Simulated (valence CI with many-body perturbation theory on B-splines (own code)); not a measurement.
Te XXXI: M1 decay

Method: relativistic CI+MBPT: four valence electrons over a frozen Dirac-Fock core [Ar], a basis of 7 s, 7 p, 8 d, 6 f, 4 g, 1 h functions for each j, with the one-electron correlation potential Σ1 (screened to all orders), the two-electron term Σ2, the three-electron term Σ3, Breit, model QED; selected single and double excitations, second order for the rest, scaled by the run's own slope (own B-spline code, finite nucleus).

The last digits are not significant, and no measured levels were compared; by estimate large intervals hold to a few tenths of a per cent, small ones and those within an open d or f shell to about a per cent. Only levels of the ground parity were solved; by the run's estimate the other parity begins above the list, which can be wrong where configurations are misplaced.

Lines 51 to 100 of 120 in falling wavelength, among levels below 716960 cm⁻¹, chosen from the decays that carry over 1 % of a level's rate. Wavelengths and rates use the calculated energies. Weak lines are less certain than strong ones. Lines between different terms over intervals too small for the method are left out, as are lines whose strength nearly cancels. Branching is blank where the lifetime is uncertain.

Levels are named by their leading jj configuration (3d3/2^4 stands for four electrons in 3d with j = 3/2), which in mixed levels can hold well under half, so a name can repeat and another be missing. Letters in brackets count levels of one name in rising energy.

```
λ vac (Å)                      Upper                      Lower  Type   A (s⁻¹)  Branch %
    901.2        (3d3/2 3d5/2^3) J=5      (3d3/2^2 3d5/2^2) J=5    M1  6.18e+03      31.6
    894.8  (3d3/2^2 3d5/2^2) J=2 [d]  (3d3/2^2 3d5/2^2) J=2 [b]    M1  6.92e+03      25.4
    873.4  (3d3/2^2 3d5/2^2) J=0 [a]        (3d3/2^3 3d5/2) J=1    M1  5.32e+04     100.0
    850.4              (3d5/2^4) J=4        (3d3/2 3d5/2^3) J=5    M1  4.74e+03       6.3
    831.5        (3d3/2 3d5/2^3) J=6      (3d3/2^2 3d5/2^2) J=5    M1  1.04e+04      54.4
    817.1    (3d3/2 3d5/2^3) J=1 [b]    (3d3/2 3d5/2^3) J=1 [a]    M1  2.43e+03       5.1
    802.2    (3d3/2 3d5/2^3) J=3 [b]  (3d3/2^2 3d5/2^2) J=3 [b]    M1  9.79e+03      29.8
    777.3      (3d3/2^2 3d5/2^2) J=1        (3d3/2^3 3d5/2) J=2    M1  2.71e+04      90.4
    772.5    (3d3/2 3d5/2^3) J=3 [b]  (3d3/2^2 3d5/2^2) J=2 [b]    M1  5.61e+03      17.0
    764.5  (3d3/2^2 3d5/2^2) J=2 [e]  (3d3/2^2 3d5/2^2) J=3 [b]    M1  3.27e+03      10.0
    763.9    (3d3/2 3d5/2^3) J=1 [a]  (3d3/2^2 3d5/2^2) J=2 [a]    M1  1.56e+04      25.3
    746.9  (3d3/2^2 3d5/2^2) J=4 [b]        (3d3/2^3 3d5/2) J=3    M1  1.17e+03      33.5
    745.4  (3d3/2^2 3d5/2^2) J=4 [b]        (3d3/2^3 3d5/2) J=4    M1  8.80e+01       2.5
    737.5  (3d3/2^2 3d5/2^2) J=2 [e]  (3d3/2^2 3d5/2^2) J=2 [b]    M1  1.13e+03       3.5
    735.2    (3d3/2 3d5/2^3) J=3 [b]  (3d3/2^2 3d5/2^2) J=4 [b]    M1  4.31e+03      13.1
    729.8              (3d5/2^4) J=4    (3d3/2 3d5/2^3) J=3 [a]    M1  1.54e+04      20.6
    714.0  (3d3/2^2 3d5/2^2) J=4 [c]      (3d3/2^2 3d5/2^2) J=5    M1  1.16e+03          
    711.9  (3d3/2^2 3d5/2^2) J=2 [b]        (3d3/2^3 3d5/2) J=3    M1  3.52e+02       7.0
    698.0    (3d3/2 3d5/2^3) J=3 [c]    (3d3/2 3d5/2^3) J=3 [a]    M1  4.32e+02          
    695.7    (3d3/2 3d5/2^3) J=3 [c]  (3d3/2^2 3d5/2^2) J=2 [c]    M1  5.12e+03          
    692.0        (3d3/2 3d5/2^3) J=0      (3d3/2^2 3d5/2^2) J=1    M1  3.84e+04      93.0
    688.4  (3d3/2^2 3d5/2^2) J=3 [b]        (3d3/2^3 3d5/2) J=3    M1  5.95e+02          
    687.2  (3d3/2^2 3d5/2^2) J=3 [b]        (3d3/2^3 3d5/2) J=4    M1  1.21e+04          
    685.7  (3d3/2^2 3d5/2^2) J=2 [d]      (3d3/2^2 3d5/2^2) J=1    M1  2.97e+03      10.9
    678.3        (3d3/2 3d5/2^3) J=5  (3d3/2^2 3d5/2^2) J=4 [a]    M1  2.19e+03      11.2
    678.1  (3d3/2^2 3d5/2^2) J=2 [a]        (3d3/2^3 3d5/2) J=1    M1  1.80e+04      69.0
    673.5    (3d3/2 3d5/2^3) J=1 [b]  (3d3/2^2 3d5/2^2) J=2 [c]    M1  8.39e+03      17.4
    642.5  (3d3/2^2 3d5/2^2) J=4 [c]  (3d3/2^2 3d5/2^2) J=3 [a]    M1  5.63e+03          
    620.4              (3d5/2^4) J=4    (3d3/2 3d5/2^3) J=4 [a]    M1  3.86e+04      51.5
    614.6  (3d3/2^2 3d5/2^2) J=2 [b]        (3d3/2^3 3d5/2) J=2    M1  6.49e+02      12.9
    610.2    (3d3/2 3d5/2^3) J=1 [a]  (3d3/2^2 3d5/2^2) J=0 [a]    M1  2.35e+04      37.9
    601.4  (3d3/2^2 3d5/2^2) J=2 [d]  (3d3/2^2 3d5/2^2) J=2 [a]    M1  5.14e+02       1.9
    598.6    (3d3/2 3d5/2^3) J=4 [a]        (3d3/2^3 3d5/2) J=3    M1  6.37e+03      18.0
    597.7    (3d3/2 3d5/2^3) J=4 [a]        (3d3/2^3 3d5/2) J=4    M1  9.58e+02       2.7
    597.2    (3d3/2 3d5/2^3) J=3 [c]    (3d3/2 3d5/2^3) J=4 [a]    M1  3.50e+03          
    597.0  (3d3/2^2 3d5/2^2) J=3 [b]        (3d3/2^3 3d5/2) J=2    M1  8.55e+02          
    594.8  (3d3/2^2 3d5/2^2) J=2 [d]  (3d3/2^2 3d5/2^2) J=3 [a]    M1  3.74e+03      13.7
    589.4  (3d3/2^2 3d5/2^2) J=2 [e]      (3d3/2^2 3d5/2^2) J=1    M1  7.45e+03      22.8
    566.5  (3d3/2^2 3d5/2^2) J=4 [c]  (3d3/2^2 3d5/2^2) J=4 [a]    M1  6.14e+03          
    546.5              (3d5/2^4) J=4  (3d3/2^2 3d5/2^2) J=3 [b]    M1  1.33e+03       1.8
    543.6    (3d3/2 3d5/2^3) J=3 [b]  (3d3/2^2 3d5/2^2) J=2 [a]    M1  4.82e+02       1.5
    538.1    (3d3/2 3d5/2^3) J=3 [b]  (3d3/2^2 3d5/2^2) J=3 [a]    M1  4.21e+03      12.8
    526.0  (3d3/2^2 3d5/2^2) J=2 [e]  (3d3/2^2 3d5/2^2) J=2 [a]    M1  3.35e+02       1.0
    524.2  (3d3/2^2 3d5/2^2) J=2 [c]        (3d3/2^3 3d5/2) J=3    M1  3.34e+04      79.7
    523.0    (3d3/2 3d5/2^3) J=3 [a]        (3d3/2^3 3d5/2) J=3    M1  4.33e+03       9.5
    520.9  (3d3/2^2 3d5/2^2) J=2 [e]  (3d3/2^2 3d5/2^2) J=3 [a]    M1  1.12e+04      34.2
    514.5              (3d5/2^4) J=4  (3d3/2^2 3d5/2^2) J=4 [b]    M1  1.83e+03       2.4
    498.5    (3d3/2 3d5/2^3) J=3 [c]  (3d3/2^2 3d5/2^2) J=4 [b]    M1  7.84e+02          
    495.0  (3d3/2^2 3d5/2^2) J=2 [b]        (3d3/2^3 3d5/2) J=1    M1  2.64e+03      52.4
    483.8    (3d3/2 3d5/2^3) J=3 [b]  (3d3/2^2 3d5/2^2) J=4 [a]    M1  5.40e+03      16.4
```
